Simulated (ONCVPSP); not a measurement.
**As (Z = 33): excitation energies, all-electron against ONCV**

| Item | Value |
| --- | --- |
| Element | arsenic |
| Generator | ONCVPSP 4.0.1 |
| Type | optimised norm-conserving Vanderbilt (ONCV) |
| Functional | PBE |
| Relativity | scalar-relativistic |
| Frozen core | [Ne] |
| Valence charge | 23 |
| Reference configuration | 3s2 3p6 3d10 4s2 4p3 |
| Partial waves | 3s+4s: rc 0.95 bohr, ncon 4, nbas 7, qcut 12.5 1/bohr, 2 projectors; 3p+4p: rc 1.10 bohr, ncon 4, nbas 7, qcut 11 1/bohr, 2 projectors; 3d: rc 0.90 bohr, ncon 5, nbas 10, qcut 16.4 1/bohr, 2 projectors, debl 2.3 Ha |
| Local potential | polynomial inside 0.60 bohr (lpopt 5, dvloc0 0 Ha) |
| Core correction | Teter function, fcfact 5.5, rcfact 1.35 |

Energies are relative to the spin-unpolarised reference configuration 3s2 3p6 3d10 4s2 4p3; without spin polarisation the order of configurations can differ from experiment.

Q: Give the all-electron excitation energy and the error of the potential for: 3s2 3p6 3d10 4s2 4p2; 3s2 3p6 3d10 4s2 4p1; 3s2 3p6 3d10 4s2 4p0; 3s2 3p6 3d10 4s1 4p4.

A:

| valence configuration | charge | ΔE all-electron (eV) | error AE − PS (meV) |
| --- | --- | --- | --- |
| 3s2 3p6 3d10 4s2 4p2 | +1 | 9.149 | -0.9 |
| 3s2 3p6 3d10 4s2 4p1 | +2 | 27.068 | -2.9 |
| 3s2 3p6 3d10 4s2 4p0 | +3 | 54.771 | -5.6 |
| 3s2 3p6 3d10 4s1 4p4 | 0 | 9.417 | -0.5 |

Levels in the configuration 3s2 3p6 3d10 4s2 4p0:

```tsv
level	all-electron (eV)	pseudo (eV)
3s	-224.721	-224.721
3p	-168.081	-168.074
3d	-74.916	-74.920
4s	-44.431	-44.430
```
